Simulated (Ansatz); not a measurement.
Reaction (formal exchange of groups at the Al–Si bond): `[CH3][AlH][SiH2][AlH2]` + `COCF` → `CO[CH2][AlH][CH3]` + `F[SiH2][AlH2]`

Gas-phase electronic energies from Ansatz, PBE0-D4/def2-TZVP geometries. CCSD(T)/CBS is the MP2 limit (def2-TZVPP, def2-QZVPP) plus CCSD(T) − MP2 in def2-TZVPP, frozen cores. DFT in def2-TZVPP. B3LYP here is the variant with VWN-RPA as its local correlation; programs differ in this. Each species was taken in one conformer, which may not be the lowest.

```csv
level,ΔE (kJ/mol),difference from CCSD(T)/CBS
PBE0-D4,-92.2,22.2
B3LYP-D4,-111.9,2.5
ωB97X-V,-107.2,7.2
ωB97M-V,-115.7,-1.3
PBE,-86.8,27.6
r2SCAN,-100.1,14.3
PBE0,-90.9,23.5
B3LYP,-109.6,4.8
HF/def2-TZVPP,-114.5,-0.1
SCS-MP2/def2-TZVPP,-120.4,-6.0
CCSD/def2-TZVPP,-109.7,4.7
HF/def2-QZVPP,-118.0,-3.6
SCS-MP2/def2-QZVPP,-126.0,-11.6
HF/CBS(def2),-118.5,-4.1
MP2/CBS(def2),-127.9,-13.5
CCSD/CBS(def2),-117.5,-3.1
CCSD(T)/CBS,-114.4,0
```

Largest T1 diagnostic among the species: 0.013.

From PBE to PBE0 (25 % exact exchange), in def2-TZVPP and without D4, ΔE moves by −4.1 kJ/mol.
